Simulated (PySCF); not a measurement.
Species: C3H7FOSi.
SMILES: `O[Si@@H]1CC[C@H]1F`

Theory: TDDFT wB97X-D/def2-SVPD, vertical, gas phase, core orbitals frozen in the response (PySCF 2.14.0, density-fitted response routines). Isolated species at its GFN2-xTB geometry (one conformer only). Torsions of this conformer, `[OH:1][Si@@H:2]1[CH2:3][CH2:4][C@H:5]1[F:6]`: H–O1–Si2–C3 173°.

```csv
state,E (eV),λ (nm),ν̃ (cm⁻¹),f,|μ| (D),"main configurations (H = HOMO, L = LUMO)"
S1,6.64,186.7,53560,0.0019,0.27,"H→L (72%), H→L+2 (15%)"
S2,7.07,175.4,57030,0.042,1.26,H→L+1 (77%)
S3,7.46,166.3,60140,0.0015,0.23,"H-1→L (70%), H-1→L+2 (14%)"
S4,7.72,160.7,62230,0.026,0.94,"H→L+2 (66%), H→L (11%), H→L+1 (11%)"
S5,7.86,157.7,63410,0.038,1.13,H-1→L+1 (86%)
S6,8.08,153.5,65160,0.010,0.57,"H→L+3 (68%), H→L+4 (11%)"
S7,8.37,148.1,67530,0.0041,0.36,"H-1→L+2 (40%), H-2→L (16%), H-2→L+1 (12%)"
S8,8.54,145.2,68880,0.0072,0.47,"H-1→L+2 (29%), H-2→L (22%), H-2→L+2 (13%)"
```

Triplets (Tamm–Dancoff): T1 6.25 eV, H→L (51%), H→L+2 (21%), H→L+1 (10%); T2 6.55 eV, H→L+1 (70%), H→L (15%); T3 7.15 eV, H-1→L (61%), H-1→L+2 (19%).

The lowest singlet comes at 187 nm (641 kJ/mol) in the vacuum ultraviolet; it is very weak; its leading configuration is HOMO→LUMO (72%). The strongest level in the table is S2 at 7.07 eV (175 nm, f = 0.042). Löwdin shares by element: HOMO carbon 30% or more, fluorine 19%, silicon 18%, oxygen 9% (atoms not listed hold the other 25%); LUMO oxygen 32%, silicon 32%, hydrogen 22% or more (atoms not listed hold the other 15%). Weighted by f, the mean energy of these states is 7.62 eV. The oscillator strengths of these states sum to 0.131; summed over the whole spectrum of an exact calculation they would give the number of electrons, 56 (Thomas–Reiche–Kuhn). Orbital energies (eV): HOMO-3 -11.83, HOMO-2 -11.09, HOMO-1 -10.18, HOMO -9.40, LUMO 1.65, LUMO+1 2.21, LUMO+2 2.45. The window holds the lowest 8 singlets.
